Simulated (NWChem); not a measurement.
System: CH4BClOS; SMILES COB(S)Cl

Input file for NWChem:

```
start job
memory heap 200 mb stack 900 mb global 1100 mb
geometry units angstroms noautosym nocenter noautoz
  B     -0.131735    -0.152106     0.068545
  Cl    -0.355926    -1.901877     0.315936
  O     -1.207726     0.631265     0.244256
  C     -1.185899     2.049981     0.082434
  H     -0.903524     2.319326    -0.941152
  H     -2.194635     2.412869     0.287881
  H     -0.483226     2.509807     0.785881
  S      1.496071     0.543592    -0.404462
  H      2.169853    -0.622024    -0.440129
end
basis spherical
  B library 6-31g*
  Cl library 6-31g*
  O library 6-31g*
  C library 6-31g*
  H library 6-31g*
  S library 6-31g*
end
dft
  xc hfexch
  iterations 150
end
property
  shielding 8 1 2 3 4 5 6 8 9
  efieldgrad
end
task dft property
```

Parts of the log:

```
             Northwest Computational Chemistry Package (NWChem) 7.3.0
             --------------------------------------------------------

                             Geometry "geometry" -> ""
                             -------------------------

 Output coordinates in angstroms (scale by  1.889725989 to convert to a.u.)

  No.       Tag          Charge          X              Y              Z
 ---- ---------------- ---------- -------------- -------------- --------------
    1 B                    5.0000    -0.13173500    -0.15210600     0.06854500
    2 Cl                  17.0000    -0.35592600    -1.90187700     0.31593600
    3 O                    8.0000    -1.20772600     0.63126500     0.24425600
    4 C                    6.0000    -1.18589900     2.04998100     0.08243400
    5 H                    1.0000    -0.90352400     2.31932600    -0.94115200
    6 H                    1.0000    -2.19463500     2.41286900     0.28788100
    7 H                    1.0000    -0.48322600     2.50980700     0.78588100
    8 S                   16.0000     1.49607100     0.54359200    -0.40446200
    9 H                    1.0000     2.16985300    -0.62202400    -0.44012900

 Effective nuclear repulsion energy (a.u.)     259.7174845607

  xc_inp: hfexch multiplicative factor not found.
                              NWChem Property Module
                              ----------------------

  itol2e modified to match energy
  convergence criterion.

                                 NWChem DFT Module
                                 -----------------

 Summary of "ao basis" -> "ao basis" (spherical)
 ------------------------------------------------------------------------------
       Tag                 Description            Shells   Functions and Types
 ---------------- ------------------------------  ------  ---------------------
 B                           6-31g*                  6       14   3s2p1d
 Cl                          6-31g*                  8       18   4s3p1d
 O                           6-31g*                  6       14   3s2p1d
 C                           6-31g*                  6       14   3s2p1d
 H                           6-31g*                  2        2   2s
 S                           6-31g*                  8       18   4s3p1d

  itol2e modified to match energy
  convergence criterion.

            General Information
            -------------------
          SCF calculation type: DFT
          Wavefunction type:  closed shell.
          No. of atoms     :     9
          No. of electrons :    56
           Alpha electrons :    28
            Beta electrons :    28
          Charge           :     0
          Spin multiplicity:     1
          Use of symmetry is: off; symmetry adaption is: off
          Maximum number of iterations: 150
          AO basis - number of functions:    86
                     number of shells:    42
          Convergence on energy requested:  1.00D-07
          Convergence on density requested:  1.00D-05
          Convergence on gradient requested:  5.00D-04

              XC Information
              --------------
                     Hartree-Fock (Exact) Exchange  1.000

      Superposition of Atomic Density Guess
      -------------------------------------

 Sum of atomic energies:        -995.83988870

      Non-variational initial energy
      ------------------------------

 Total energy =    -997.852335
 1-e energy   =   -1889.722460
 2-e energy   =     632.152640
 HOMO         =      -0.331241
 LUMO         =       0.087425

   convergence    iter        energy       DeltaE   RMS-Dens  Diis-err
 ---------------- ----- ----------------- --------- --------- ---------
 d= 0,ls=0.0,diis     1   -996.7704337547 -1.26D+03  7.26D-03  4.98D-01
 d= 0,ls=0.0,diis     2   -996.8338200179 -6.34D-02  2.59D-03  1.13D-01
 d= 0,ls=0.0,diis     3   -996.8463847786 -1.26D-02  1.01D-03  6.69D-03
 d= 0,ls=0.0,diis     4   -996.8474861321 -1.10D-03  3.21D-04  4.61D-04
 d= 0,ls=0.0,diis     5   -996.8475679444 -8.18D-05  1.25D-04  3.05D-05
  Resetting Diis
 d= 0,ls=0.0,diis     6   -996.8475768481 -8.90D-06  4.31D-05  2.72D-06
 d= 0,ls=0.0,diis     7   -996.8475777165 -8.68D-07  7.98D-06  2.23D-07
 d= 0,ls=0.0,diis     8   -996.8475777866 -7.01D-08  4.07D-06  4.63D-08

         Total DFT energy =     -996.847577786557
      One electron energy =    -1892.299789994167
           Coulomb energy =      707.175979688923
    Exchange-Corr. energy =      -71.441252041967
 Nuclear repulsion energy =      259.717484560654

 Numeric. integr. density =        0.000000000000

                       DFT Final Molecular Orbital Analysis
                       ------------------------------------

 Vector   26  Occ=2.000000D+00  E=-4.616063D-01
              MO Center= -5.5D-01, -9.3D-01,  2.6D-01, r^2= 3.4D+00
   Bfn.  Coefficient  Atom+Function         Bfn.  Coefficient  Atom+Function
  ----- ------------  ---------------      ----- ------------  ---------------
    23      0.573433  2 Cl pz                27      0.329640  2 Cl pz
    37     -0.303201  3 O  pz                41     -0.257666  3 O  pz
    19     -0.222003  2 Cl pz                21      0.139715  2 Cl px
    51      0.121792  4 C  pz                61     -0.086919  5 H  s
    62     -0.086781  5 H  s                 65      0.086950  7 H  s

 Vector   27  Occ=2.000000D+00  E=-4.390743D-01
              MO Center=  3.6D-01, -7.0D-01,  8.4D-03, r^2= 4.1D+00
   Bfn.  Coefficient  Atom+Function         Bfn.  Coefficient  Atom+Function
  ----- ------------  ---------------      ----- ------------  ---------------
    21      0.522632  2 Cl px                74      0.344531  8 S  py
    25      0.304494  2 Cl px                73      0.246080  8 S  px
    17     -0.201189  2 Cl px                78      0.171360  8 S  py
     3     -0.144147  1 B  px                23     -0.136305  2 Cl pz
    70     -0.130670  8 S  py                76      0.114756  8 S  s

 Vector   28  Occ=2.000000D+00  E=-3.974928D-01
              MO Center=  1.3D+00,  3.9D-01, -3.3D-01, r^2= 2.2D+00
   Bfn.  Coefficient  Atom+Function         Bfn.  Coefficient  Atom+Function
  ----- ------------  ---------------      ----- ------------  ---------------
    75      0.626195  8 S  pz                79      0.397909  8 S  pz
    71     -0.236382  8 S  pz                23     -0.169662  2 Cl pz
    73      0.152466  8 S  px                27     -0.112312  2 Cl pz
    37     -0.105489  3 O  pz                41     -0.097378  3 O  pz
    77      0.096884  8 S  px                74      0.068970  8 S  py

 Vector   29  Occ=0.000000D+00  E= 1.485820D-01
              MO Center= -1.3D-02, -8.2D-02,  3.2D-02, r^2= 2.9D+00
   Bfn.  Coefficient  Atom+Function         Bfn.  Coefficient  Atom+Function
  ----- ------------  ---------------      ----- ------------  ---------------
     9      0.827529  1 B  pz                 5      0.419872  1 B  pz
    79     -0.342182  8 S  pz                41     -0.311825  3 O  pz
    27     -0.285515  2 Cl pz                62     -0.230766  5 H  s
    66      0.230724  7 H  s                 37     -0.208183  3 O  pz
     7      0.201454  1 B  px                75     -0.195995  8 S  pz

 Vector   30  Occ=0.000000D+00  E= 1.599137D-01
              MO Center=  1.3D+00,  3.0D-01, -3.2D-01, r^2= 4.4D+00
   Bfn.  Coefficient  Atom+Function         Bfn.  Coefficient  Atom+Function
  ----- ------------  ---------------      ----- ------------  ---------------
    86      1.303130  9 H  s                 77     -0.841690  8 S  px
     6     -0.729908  1 B  s                 78      0.564149  8 S  py
    52     -0.515397  4 C  s                 64      0.392057  6 H  s
    24      0.314531  2 Cl s                  7     -0.302921  1 B  px
    76     -0.298901  8 S  s                 26      0.290404  2 Cl py

 Vector   31  Occ=0.000000D+00  E= 2.292646D-01
              MO Center=  4.2D-01,  6.2D-01, -1.5D-01, r^2= 6.4D+00
   Bfn.  Coefficient  Atom+Function         Bfn.  Coefficient  Atom+Function
  ----- ------------  ---------------      ----- ------------  ---------------
     6      2.136240  1 B  s                 52     -1.178112  4 C  s
    76     -0.953126  8 S  s                 77      0.770661  8 S  px
    62      0.725823  5 H  s                 66      0.725919  7 H  s
    78      0.656163  8 S  py                26     -0.582307  2 Cl py
    24     -0.510905  2 Cl s                 86      0.476600  9 H  s

[...]

          -----------------------------------------
          Chemical Shielding Tensors (GIAO, in ppm)
          -----------------------------------------

                                NWChem CPHF Module
                                ------------------

  scftype          =     RHF
  nclosed          =       28
  nopen            =        0
  variables        =     1624
  # of vectors     =        3
  tolerance        = 0.10D-03
  level shift      = 0.00D+00
  max iterations   =       50
  max subspace     =       30

 SCF residual:    1.5019710298935055E-004

Iterative solution of linear equations
  No. of variables     1624
  No. of equations        3
  Maximum subspace       30
        Iterations       50
       Convergence  1.0D-04

   iter   nsub   residual    time
   ----  ------  --------  ---------
     1      3    1.06D+00      26.4
     2      6    1.36D-01      30.5
     3      9    4.19D-02      34.7
     4     12    7.75D-03      39.0
     5     15    1.14D-03      43.2
     6     18    2.26D-04      47.5
     7     21    3.82D-04      51.6
     8     24    5.60D-04      55.8
     9     27    2.48D-04      60.6
    10     30    1.00D-04      66.0
    11     30    4.28D-06      70.6

      Atom:    1  B
        Diamagnetic
    203.5689      0.2030     -5.5101
      0.2030    206.3594     -2.8403
     -5.5101     -2.8403    182.6873

        Paramagnetic
   -115.9756      4.5472      7.8989
      4.5472   -148.2000      6.2435
      7.8989      6.2435    -84.0898

        Total Shielding Tensor
     87.5933      4.7502      2.3888
      4.7502     58.1594      3.4032
      2.3888      3.4032     98.5974

           isotropic =      81.4500
          anisotropy =      27.1558

          Principal Components and Axis System
                 1           2           3
               99.5539     87.6018     57.1944

      1         0.2352      0.9605     -0.1484
      2         0.1064      0.1263      0.9863
      3         0.9661     -0.2478     -0.0725

      Atom:    2  Cl
        Diamagnetic
   1145.0557      1.6810     -0.5251
      1.6810   1154.4458     -1.5977
     -0.5251     -1.5977   1143.9639

        Paramagnetic
   -377.8324    112.6728     12.7053
    112.6728   -162.2684    -39.8212
     12.7053    -39.8212   -273.3708

        Total Shielding Tensor
    767.2233    114.3538     12.1802
    114.3538    992.1774    -41.4189
     12.1802    -41.4189    870.5931

           isotropic =     876.6646
          anisotropy =     254.8394

          Principal Components and Axis System
                 1           2           3
             1046.5575    868.9949    714.4414

      1         0.3649      0.2352      0.9008
      2         0.9116      0.1065     -0.3971
      3        -0.1893      0.9661     -0.1756

      Atom:    3  O
        Diamagnetic
    393.2484    -13.5768     -3.0303
    -13.5768    411.3069     -0.7347
     -3.0303     -0.7347    375.4814

        Paramagnetic
   -131.3028    -23.0695     31.8794
    -23.0695   -326.9441     40.4651
     31.8794     40.4651    -23.0505

        Total Shielding Tensor
    261.9457    -36.6463     28.8491
    -36.6463     84.3628     39.7304
     28.8491     39.7304    352.4309

           isotropic =     232.9131
          anisotropy =     196.3829

          Principal Components and Axis System
                 1           2           3
              363.8351    264.8975     70.0068

      1         0.2352      0.9494      0.2079
      2         0.1065     -0.2378      0.9655
      3         0.9661     -0.2050     -0.1571

      Atom:    4  C
        Diamagnetic
    240.6233     -1.5435     -0.2910
     -1.5435    260.5476     -2.0307
     -0.2910     -2.0307    239.0247

        Paramagnetic
   -112.9529     -2.5732      0.6914
     -2.5732    -66.3474     -4.3284
      0.6914     -4.3284   -110.9652

        Total Shielding Tensor
    127.6704     -4.1167      0.4004
     -4.1167    194.2002     -6.3591
      0.4004     -6.3591    128.0595

           isotropic =     149.9767
          anisotropy =      67.6249

          Principal Components and Axis System
                 1           2           3
              195.0599    127.4553    127.4148

      1        -0.0613      0.2042      0.9770
      2         0.9936      0.1053      0.0403
      3        -0.0947      0.9733     -0.2093

      Atom:    5  H
        Diamagnetic
     24.0564     -0.7415     -2.8977
     -0.7415     29.7755     -6.7881
     -2.8977     -6.7881     33.3262

        Paramagnetic
      2.4223     -0.8653      2.4929
     -0.8653      2.0267      3.0356
      2.4929      3.0356     -4.4261

        Total Shielding Tensor
     26.4788     -1.6068     -0.4048
     -1.6068     31.8021     -3.7526
     -0.4048     -3.7526     28.9001

           isotropic =      29.0603
          anisotropy =       8.2006

          Principal Components and Axis System
                 1           2           3
               34.5274     27.5575     25.0961

      1        -0.1381      0.6990      0.7016
      2         0.8286     -0.3066      0.4685
      3        -0.5426     -0.6461      0.5368

      Atom:    6  H
        Diamagnetic
     34.8956     -7.5343     -2.3337
     -7.5343     30.0268      0.9362
     -2.3337      0.9362     22.3559

        Paramagnetic
     -4.5413      3.5907      1.2902
      3.5907      1.3763     -0.7622
      1.2902     -0.7622      2.1590

        Total Shielding Tensor
     30.3543     -3.9436     -1.0435
     -3.9436     31.4031      0.1741
     -1.0435      0.1741     24.5149

           isotropic =      28.7574
          anisotropy =       9.2464

          Principal Components and Axis System
                 1           2           3
               34.9217     27.0705     24.2801

      1        -0.6617      0.7119      0.2352
      2         0.7456      0.6578      0.1066
      3         0.0788     -0.2459      0.9661

      Atom:    7  S
        Diamagnetic
   1060.9267      0.3239     -2.5817
      0.3239   1056.8594     -0.7828
     -2.5817     -0.7828   1051.1850

        Paramagnetic
   -290.8579    -11.6918    -35.9077
    -11.6918   -481.7331      7.0458
    -35.9077      7.0458   -435.6474

        Total Shielding Tensor
    770.0688    -11.3679    -38.4894
    -11.3679    575.1263      6.2630
    -38.4894      6.2630    615.5377

           isotropic =     653.5776
          anisotropy =     189.4658

          Principal Components and Axis System
                 1           2           3
              779.8881    606.8556    573.9891

      1         0.9713      0.2352      0.0344
      2        -0.0610      0.1064      0.9925
      3        -0.2298      0.9661     -0.1177

      Atom:    8  H
        Diamagnetic
     32.2352     -7.5938     -2.3217
     -7.5938     35.4110      0.0705
     -2.3217      0.0705     19.8230

        Paramagnetic
      1.5961      2.5150      0.3887
      2.5150     -0.8345     -0.0435
      0.3887     -0.0435      4.2401

        Total Shielding Tensor
     33.8313     -5.0788     -1.9329
     -5.0788     34.5766      0.0270
     -1.9329      0.0270     24.0632

           isotropic =      30.8237
          anisotropy =      12.8855

          Principal Components and Axis System
                 1           2           3
               39.4140     29.4615     23.5955

      1        -0.6868      0.6877      0.2352
      2         0.7215      0.6841      0.1064
      3         0.0877     -0.2428      0.9661
```

Level: Hartree-Fock/6-31G* (spherical d), GIAO. The geometry was optimised at B3LYP/6-31G* (spherical d). NWChem prints the field gradient with the sign opposite to the second derivative of the potential. The output numbers the shielded atoms by their place in the input's list. The printed shielding anisotropy is the first printed principal value minus the mean of the other two.
